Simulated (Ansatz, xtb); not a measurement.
**Relative energy of two isomers of C7H4N2**

Structure a is `CC#C/C(C#N)=C\C#N`, a singlet and structure b is `C#Cn1cccc1C#N`, a singlet. Both are isolated molecules in the gas phase, relaxed with B3LYP/def2-SVP.

Quicker runs give these differences E(b) − E(a): GFN2-xTB −147.99 kJ/mol; HF/STO-3G −11.67 kJ/mol (at GFN2-xTB geometries); r2SCAN-D4/def2-SVP −37.85 kJ/mol (at GFN2-xTB geometries).

Task: Estimate E(b) − E(a) at the level CCSD(T)/def2-SVP + ΔMP2/def2-TZVPP.

Result: Too close to call at this level: CCSD(T)/def2-SVP + ΔMP2/def2-TZVPP gives E(b) − E(a) = +0.79 kJ/mol.

Level by level:

```json
{"level": "GFN2-xTB", "geometry": "GFN2-xTB", "E(b) − E(a) (kJ/mol)": "−147.99", "departure from the last row (kJ/mol)": "−148.78", "job, with rough time for the two": "optimisation, 0.2 s"}
{"level": "HF/STO-3G", "geometry": "GFN2-xTB", "E(b) − E(a) (kJ/mol)": "−11.67", "departure from the last row (kJ/mol)": "−12.45", "job, with rough time for the two": "single point, 0.42 s"}
{"level": "r2SCAN-D4/def2-SVP", "geometry": "GFN2-xTB", "E(b) − E(a) (kJ/mol)": "−37.85", "departure from the last row (kJ/mol)": "−38.64", "job, with rough time for the two": "single point, 3.9 s"}
{"level": "B3LYP/def2-SVP", "geometry": "B3LYP/def2-SVP", "E(b) − E(a) (kJ/mol)": "−18.48", "departure from the last row (kJ/mol)": "−19.26", "job, with rough time for the two": "optimisation, 38 s"}
{"level": "HF/def2-SVP", "geometry": "B3LYP/def2-SVP", "E(b) − E(a) (kJ/mol)": "+7.91", "departure from the last row (kJ/mol)": "+7.13", "job, with rough time for the two": "part of the CCSD(T) run"}
{"level": "MP2/def2-SVP", "geometry": "B3LYP/def2-SVP", "E(b) − E(a) (kJ/mol)": "−5.09", "departure from the last row (kJ/mol)": "−5.88", "job, with rough time for the two": "part of the CCSD(T) run"}
{"level": "CCSD(T)/def2-SVP", "geometry": "B3LYP/def2-SVP", "E(b) − E(a) (kJ/mol)": "+3.61", "departure from the last row (kJ/mol)": "+2.82", "job, with rough time for the two": "single point"}
{"level": "CCSD(T)/def2-SVP + ΔMP2/def2-TZVPP", "geometry": "B3LYP/def2-SVP", "E(b) − E(a) (kJ/mol)": "+0.79", "departure from the last row (kJ/mol)": "", "job, with rough time for the two": "single point, 1.7 min"}
```

As drawn, b has 1 C–N, 2 C∷N, 3 C∷C in place of 3 C–C, 1 C≡N, 1 C=C (∷ is an aromatic bond). Structure a has no ring, b a 5-membered ring (with an aromatic ring).

The largest departure from CCSD(T)/def2-SVP + ΔMP2/def2-TZVPP is that of GFN2-xTB, 148.78 kJ/mol. The last row adds to CCSD(T) the change of the MP2 difference between the two basis sets, here −2.82 kJ/mol.

With thermal terms from frequencies at re-optimised GFN2-xTB minima (ideal gas, soft modes damped towards free rotors, one conformer each, 298.15 K, 1 atm): on the last row, ΔE + ΔZPE = +8.54, ΔH = +3.25, ΔG = +16.97 kJ/mol.

The correlated steps freeze 9 core orbitals. Programs: Ansatz 0.2.0, xtb 6.7.1; the last row on 4 threads of Arm Neoverse V1 on a shared host.
